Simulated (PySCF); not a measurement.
**Exercise with solution: chemical shift, span and skew from a shielding tensor**

SiHF, SMILES [SiH]F (connectivity only; charge and spin as stated), neutral, multiplicity 1. Atoms are numbered in the order given.

```xyz
3

Si     0.1183     0.5903     0.0000
H     -1.3914     0.8970     0.0000
F     -0.0295    -1.0179     0.0000
```

Geometry optimised at r2SCAN-D4/def2-TZVPD. The isomer is the one that the SMILES or the coordinates give; other isomers of the formula were not compared.

GIAO shieldings from B3LYP/pcSseg-2 run with PySCF, non-relativistic, no solvent. The symmetric part of the tensor of Si1 has the principal values -983.0, 141.3, 410.2 ppm. The same nucleus in TMS has σ = 325.2 ppm at this level (PySCF, at its B3LYP-D3(BJ)/def2-TZVP geometry).

**Question.** Work out the isotropic shielding, the ²⁹Si shift against TMS, the span and the skew.

**Answer.** 
σ(iso) = (σ11 + σ22 + σ33)/3 = -143.8 ppm. δ = σ(ref) − σ(iso) = 325.2 − (-143.8) = 469.0 ppm.
Span Ω = σ33 − σ11 = 1393.2 ppm. Skew κ = 3(σ(iso) − σ22)/Ω = -0.61. Tumbling in solution averages the tensor to δ; in a static solid the shielding alone would spread this spin-1/2 line over Ω.
